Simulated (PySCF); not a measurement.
**MP2 beside CCSD(T) along group 15: bonds to H**

MP2 and CCSD(T) in PySCF with def2-TZVPPD on every atom (core potentials on Sb), for the lowest determinant that a PBE0 search found; no spin–orbit coupling.

```tsv
molecule	state (unpaired electrons)	MP2 Re (Å)	MP2 ωe (cm⁻¹)	MP2 De (eV)	CCSD(T) Re (Å)	CCSD(T) ωe (cm⁻¹)	CCSD(T) De (eV)
NH	triplet (π ↑↑)	1.031	3400	3.35	1.039	3273	3.47
PH	triplet (π ↑↑)	1.416	2437	2.89	?	?	?
AsH	triplet (π ↑↑)	1.515	2236	2.63	1.527	2157	2.83
SbH	triplet (π ↑↑)	1.694	2004	2.29	1.707	1937	2.55
```

**Question.** Estimate the CCSD(T) values of PH by adding the mean shift from MP2 to CCSD(T) of the other rows, and compare with the calculation.

**Answer.** The mean shifts are +1.1 pm, -91 cm⁻¹ and +0.19 eV, which give 1.427 Å, 2346 cm⁻¹ and 3.08 eV. CCSD(T)/def2-TZVPPD gives Re = 1.425 Å, ωe = 2362 cm⁻¹, De = 3.08 eV.

**Question.** What are the mean differences of MP2 from CCSD(T) over the whole series?

**Answer.** Re -1.1 pm, ωe +87 cm⁻¹, De -0.19 eV.

In a basis of this size CCSD(T) is itself not converged; it tends to give bonds that are too long and too weak.

Correlated steps freeze the inner cores (1 to 9 orbitals); shallow outer-core shells are correlated. Spin–orbit coupling is left out, which matters for elements this heavy, above all for dissociation energies. States were picked by a PBE0 search and need not be the measured ground states.
